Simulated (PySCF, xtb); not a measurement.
C9H6N4, SMILES C1=CC2=NC=CC3N2C(=N1)C=CN=3.

xtb with GFN2-xTB at its own geometry gives an orbital gap of 1.95 eV and a dipole moment of 0.00 D.

Geometry optimised at r2SCAN-D4/def2-SVP.

**Question.** What does CAM-B3LYP/def2-SVP (PySCF) give? (An estimate is asked for; the answer gives what the named calculation found.)

**Answer.** gap 5.49 eV (levels -6.68 and -1.19 eV), dipole 0.00 D.
